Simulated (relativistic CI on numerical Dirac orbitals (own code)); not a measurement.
# d8 in a ligand field

Computed with a parametric ligand-field model of a d^n configuration (Racah B and C, spin-orbit zeta, crystal field), exact diagonalisation.

Field parameters in Wybourne normalisation: Oh B⁴₀ = 21Dq, B⁴₄ = √(5/14) B⁴₀. The field is a parameter set, without covalency.

Question: A d8 ion in Oh symmetry has the ground term 3A2 and bands at 3T2 4650 cm⁻¹ (2151 nm), 1E 6257 cm⁻¹ (1598 nm), 3T1 7544 cm⁻¹ (1326 nm), 1A1 10461 cm⁻¹ (956 nm), 1T2 10739 cm⁻¹ (931 nm), 3T1 12556 cm⁻¹ (796 nm). Which parameters reproduce them?

Answer: B = 410, C = 1590, ζ = 0 cm⁻¹, Oh, 10Dq = 4650 cm⁻¹.

Question: Ground term and bands for B = 720, C = 2530, ζ = 0 cm⁻¹, Oh, 10Dq = 4950 cm⁻¹?

Answer: Ground term 3A2 with 2.00 electrons in the two orbitals of the cubic e set. Spin-allowed: 3T2 4950 cm⁻¹ (2020 nm), 3T1 8438 cm⁻¹ (1185 nm), 3T1 17212 cm⁻¹ (581 nm). Lowest spin-forbidden: 1E 10263 cm⁻¹ (974 nm), 1T2 14829 cm⁻¹ (674 nm), 1A1 16631 cm⁻¹ (601 nm). With an A2 ground term the first spin-allowed band lies at |10Dq| itself.

Question: A d8 ion in Oh symmetry has the ground term 3A2 and bands at 1E 15255 cm⁻¹ (656 nm), 3T2 17400 cm⁻¹ (575 nm), 3T1 26378 cm⁻¹ (379 nm), 1A1 26775 cm⁻¹ (373 nm), 1T2 32345 cm⁻¹ (309 nm), 3T1 41122 cm⁻¹ (243 nm). Which parameters reproduce them?

Answer: B = 1020, C = 3720, ζ = 0 cm⁻¹, Oh, 10Dq = 17400 cm⁻¹.

Question: A d8 ion in Oh symmetry has the ground term 3A2 and bands at 1E 7822 cm⁻¹ (1278 nm), 1A1 14993 cm⁻¹ (667 nm), 3T2 35050 cm⁻¹ (285 nm), 3T1 40434 cm⁻¹ (247 nm), 1T2 42836 cm⁻¹ (233 nm), 3T1 71766 cm⁻¹ (139 nm). Which parameters reproduce them?

Answer: B = 470, C = 2050, ζ = 0 cm⁻¹, Oh, 10Dq = 35050 cm⁻¹.

Question: A d8 ion in Oh symmetry has the ground term 3A2 and bands at 1E 9785 cm⁻¹ (1022 nm), 1A1 18002 cm⁻¹ (555 nm), 3T2 23100 cm⁻¹ (433 nm), 3T1 29022 cm⁻¹ (345 nm), 1T2 32813 cm⁻¹ (305 nm), 3T1 48378 cm⁻¹ (207 nm). Which parameters reproduce them?

Answer: B = 540, C = 2770, ζ = 0 cm⁻¹, Oh, 10Dq = 23100 cm⁻¹.
